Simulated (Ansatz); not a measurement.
The same path of H$_{6}$N$_{2}$OSiZn (11 atoms, charge 0, multiplicity 1) was run twice with different band settings. The coordinate that changes most is the dihedral H8–Si2–N3–H10.

Computed with RKS PBE/def2-SVP in Ansatz.

Relaxed end points:

```xyz
11
Properties=species:S:1:pos:R:3
N -0.894 1.402 -1.089
Si -0.515 -0.177 -0.428
N 0.746 -0.823 -1.454
Zn 0.310 -0.332 1.786
O 0.760 -0.454 3.526
H -1.834 1.774 -0.928
H -0.199 2.150 -1.034
H -1.875 -0.854 -0.490
H 0.553 -0.930 -2.455
H 1.324 -1.596 -1.114
H 1.689 -0.217 3.701
```

```xyz
11
Properties=species:S:1:pos:R:3
N -0.854 1.397 -1.017
Si -0.490 -0.217 -0.418
N 0.548 -1.174 -1.456
Zn 0.479 -0.362 1.728
O 1.242 -0.593 3.341
H -1.818 1.734 -0.948
H -0.197 2.171 -0.893
H -1.858 -0.857 -0.434
H 1.562 -1.084 -1.359
H 0.301 -1.254 -2.448
H 1.152 0.184 3.923
```

Common settings: spring 5.0 eV/Å²; optimiser quadratic models (default); start path through a guess of the saddle point; force threshold 0.05 eV/Å; iteration limit 60; end points relaxed.

| run | movable images | climbing image |
| --- | --- | --- |
| 1 | 5 | yes |
| 2 | 6 | no |

Q: What does each run give, and how far can it be trusted?

A: Run 1: converged after 25 iterations, highest image 0.122 eV above the first end. A structure lower than the last end lies on the path between it and the top, so the climb from that side starts below the end, which may itself be a saddle point or a shallow side well. A vibrational analysis at the climbing image gives one clearly imaginary mode, 262i cm⁻¹: a first-order saddle point.
Run 2: converged after 22 iterations, highest image 0.120 eV above the first end. Beside the main top the profile has a ripple of under 15 meV (maxima at images 2, 6), which may be a very shallow well or noise. A structure lower than the last end lies on the path between it and the top, so the climb from that side starts below the end, which may itself be a saddle point or a shallow side well. No image climbed, so the highest image needn't sit at the top of the path.
